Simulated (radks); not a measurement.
Results of a calculation; reference values are marked as such.
Task: The mean radii <r> (bohr) of the occupied orbitals of an atom or ion are listed with their occupations. Level of theory: non-relativistic Kohn-Sham, PBE, spin-polarised, spherical densities, point nucleus (a radial shooting solver on a logarithmic mesh with Libxc functionals).

orbital  occ.      <r>
1s down     1  0.02075
1s up       1  0.02075
2s up       1  0.08774
2s down     1  0.08774
2p up       3  0.07423
2p down     3  0.07423
3s up       1   0.2232
3s down     1   0.2232
3p up       3   0.2132
3p down     3   0.2132
3d up       5   0.1871
3d down     5   0.1871
4s up       1   0.4988
4s down     1   0.4988
4p up       3   0.5067
4p down     3   0.5066
4d up       5   0.5255
4d down     5   0.5254
5s up       1    1.200
5s down     1    1.194
5p up       3    1.326
5p down     3    1.319
4f up       7   0.6177
4f down     7   0.6148
5d up       2    1.805

Name the element and its charge. Open shells, if any, are filled with parallel spins first.

Result: Z = 73, tantalum, charge +3: Ta3+ in [Xe] 4f14 5d2. The 1s radius gives Z: for a bare nucleus <r> = 1.5/Z, 0.02055 bohr for Z = 73, and screening makes it slightly larger (0.02075 here). The occupations add up to 70, and the charge is Z minus that.
